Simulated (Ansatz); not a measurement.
A nudged elastic band was laid between two geometries of C4H13AlSi (19 atoms, charge 0, multiplicity 1).

Computed with RKS B3LYP-D4/6-31G (Ansatz).

```
movable images  : 5
climbing image  : yes
spring          : 5.0 eV/Å²
optimiser       : quadratic models (default)
start path      : IDPP
force threshold : 0.03 eV/Å
iteration limit : 33
end points      : relaxed
```

First end point:

```xyz
19
Properties=species:S:1:pos:R:3
C 1.763 -0.279 -1.584
C 1.470 0.389 -0.227
Si -0.339 0.109 0.405
C -0.650 -1.792 0.549
C -1.563 0.794 -0.924
Al -0.732 1.214 2.588
H 1.621 -1.366 -1.533
H 2.796 -0.098 -1.905
H 1.102 0.105 -2.370
H 2.164 0.012 0.537
H 1.649 1.472 -0.293
H -1.669 -1.996 0.896
H 0.051 -2.260 1.249
H -0.522 -2.269 -0.430
H -1.418 0.267 -1.875
H -2.603 0.649 -0.611
H -1.404 1.864 -1.102
H 0.406 2.063 3.357
H -2.163 1.119 3.330
```

Last end point:

```xyz
19
Properties=species:S:1:pos:R:3
C 1.485 -0.219 -1.853
C 1.415 0.398 -0.443
Si -0.272 0.091 0.458
C -0.571 -1.814 0.567
C -1.688 0.835 -0.625
Al -0.291 1.107 2.719
H 1.355 -1.308 -1.821
H 2.452 -0.018 -2.332
H 0.704 0.187 -2.508
H 2.221 -0.006 0.185
H 1.585 1.482 -0.497
H -0.609 -2.245 -0.441
H -1.522 -2.033 1.065
H 0.230 -2.315 1.121
H -1.700 0.353 -1.610
H -2.665 0.672 -0.155
H -1.555 1.912 -0.775
H 0.970 1.914 3.322
H -1.585 1.001 3.679
```

Task: What changes between the two ends?

Result: No bond is made or broken. The dihedral Al6–Si3–C4–H13 goes from -63 to 58°. The two ends are copies of one structure, up to a mirror image or an exchange of like atoms.

Task: Give the energies along the band, and the barrier.

Result: It converged. The highest image is number 3 of 0 to 6, 0.059 eV above the ends, which have the same energy within 2 meV. A vibrational analysis at the climbing image gives one clearly imaginary mode, 152i cm⁻¹, and a faint second one (26i cm⁻¹) that may be numerical noise or a soft torsion: probably a first-order saddle point. Limits of this set-up: no polarisation functions.

```json
{"image": "0", "path coordinate (Å)": "0.00", "energy (eV)": "0.000", "dihedral Al6–Si3–C4–H13 (°)": "-63"}
{"image": "1", "path coordinate (Å)": "0.61", "energy (eV)": "0.014", "dihedral Al6–Si3–C4–H13 (°)": "-43"}
{"image": "2", "path coordinate (Å)": "1.22", "energy (eV)": "0.044", "dihedral Al6–Si3–C4–H13 (°)": "-23"}
{"image": "3", "path coordinate (Å)": "1.84", "energy (eV)": "0.059", "dihedral Al6–Si3–C4–H13 (°)": "-2"}
{"image": "4", "path coordinate (Å)": "2.44", "energy (eV)": "0.044", "dihedral Al6–Si3–C4–H13 (°)": "18"}
{"image": "5", "path coordinate (Å)": "3.05", "energy (eV)": "0.015", "dihedral Al6–Si3–C4–H13 (°)": "38"}
{"image": "6", "path coordinate (Å)": "3.65", "energy (eV)": "0.000", "dihedral Al6–Si3–C4–H13 (°)": "58"}
```

Task: What is the geometry of the highest image?

Result: 
```xyz
19
Properties=species:S:1:pos:R:3
C 1.493 -0.212 -1.841
C 1.425 0.378 -0.420
Si -0.275 0.084 0.462
C -0.595 -1.829 0.563
C -1.662 0.852 -0.644
Al -0.314 1.118 2.714
H 1.321 -1.296 -1.834
H 2.474 -0.039 -2.301
H 0.738 0.237 -2.497
H 2.218 -0.052 0.207
H 1.615 1.460 -0.451
H -1.511 -2.084 0.020
H -0.706 -2.187 1.591
H 0.237 -2.375 0.104
H -1.669 0.368 -1.628
H -2.648 0.709 -0.188
H -1.506 1.926 -0.794
H 0.944 1.919 3.331
H -1.619 1.017 3.660
```

The band took 5 iterations and roughly 4 core-minutes.

The run took 4.2 min on 1 thread of Arm Neoverse V1 (shared host), peak memory 0.24 GiB.
